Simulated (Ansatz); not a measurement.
Complex (SMILES): C#N (CH-N) with [H][H] (H2), atoms 1 to 3 the first; geometry from B3LYP-D3(BJ)/def2-TZVP, monomers rigid:
```xyz
5

C      0.0824     0.0127    -0.2975
N     -0.1799    -0.1015     0.8121
H      0.3266     0.1188    -1.3306
H     -0.9999    -0.4792     4.2527
H     -0.8279    -0.3991     3.5322
```

Interaction energy at PBE0 with Ansatz (a first-principles code), kcal/mol, without and with the counterpoise correction (monomers among the partner's ghost functions). Cartesian d functions, on some or all atoms, in 6-31G*, 6-31+G*; all else is spherical. The program fits the integrals of some runs and decomposes those of others, by size. No added dispersion term, no relativity. Reference, counterpoise-corrected: the value in aug-pcseg-3, -0.44.

```csv
basis,functions,uncorrected,counterpoise,counterpoise correction,mean of both
6-31G,24,-0.84,-0.42,0.42,-0.63
def2-SV(P),34,-0.85,-0.35,0.50,-0.60
6-31G*,36,-0.66,-0.36,0.30,-0.51
pcseg-1,43,-0.67,-0.46,0.21,-0.57
6-31+G*,44,-0.36,-0.28,0.08,-0.32
6-311+G**,62,-0.49,-0.44,0.04,-0.46
aug-cc-pVDZ,73,-0.58,-0.41,0.18,-0.49
def2-TZVPD,101,-0.46,-0.43,0.03,-0.45
"6-311++G(3df,3pd)",132,-0.46,-0.43,0.03,-0.45
def2-QZVPP,204,-0.44,-0.44,0.01,-0.44
def2-QZVPPD,225,-0.44,-0.44,0.00,-0.44
aug-pcseg-3,317,-0.44,-0.44,0.01,-0.44
```

The corrected value lies nearer the reference in 11 of 12 rows.
